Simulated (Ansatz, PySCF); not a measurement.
Process, species as SMILES: [H][P@TB7]([H])([H])([H])[H] (PH5) → [H][P@TB5-]([H])([H])[H] + H+
Structures are relaxed separately at B3LYP-D3(BJ)/def2-TZVP in Ansatz (a quantum-chemistry and plane-wave program).

Property: gas-phase deprotonation energy (enthalpy at 298 K, with B3LYP-D3(BJ) rigid-rotor harmonic-oscillator terms from PySCF), in kJ/mol. Cores are frozen in the correlated levels unless marked. Spin-orbit coupling is left out. No relativistic terms. Anions need diffuse functions: def2-D sets add few; the other sets have none. CBS marks a two-point X^-3 extrapolation of the correlation energy; Hartree-Fock from the larger set.

```json
[
 {"level": "PBE-D3(BJ)/def2-TZVPD", "program": "Ansatz + dftd3", "gas-phase deprotonation energy (kJ/mol)": "1455.4"},
 {"level": "PBE-D4/def2-TZVPD", "program": "Ansatz + dftd4", "gas-phase deprotonation energy (kJ/mol)": "1450.5"},
 {"level": "BLYP-D4/def2-TZVPD", "program": "Ansatz + dftd4", "gas-phase deprotonation energy (kJ/mol)": "1447.8"},
 {"level": "TPSS-D3(BJ)/def2-TZVPD", "program": "PySCF + dftd3", "gas-phase deprotonation energy (kJ/mol)": "1485.8"},
 {"level": "PBE0-D3(BJ)/def2-TZVP", "program": "Ansatz + dftd3", "gas-phase deprotonation energy (kJ/mol)": "[?]"},
 {"level": "B2GP-PLYP-D4/def2-TZVPD", "program": "Ansatz + dftd4", "gas-phase deprotonation energy (kJ/mol)": "1478.1"},
 {"level": "B2GP-PLYP/def2-TZVPD", "program": "Ansatz", "gas-phase deprotonation energy (kJ/mol)": "1479.3"},
 {"level": "SCS-MP2/def2-SVP", "program": "Ansatz", "gas-phase deprotonation energy (kJ/mol)": "1525.6"},
 {"level": "CCSD(T)/CBS(def2-TZVPPD,def2-QZVPPD)", "program": "Ansatz", "gas-phase deprotonation energy (kJ/mol)": "1477.6"}
]
```

**Question.** Complete the blanks.

**Answer.** 
- PBE0-D3(BJ)/def2-TZVP, gas-phase deprotonation energy (kJ/mol): 1486.9
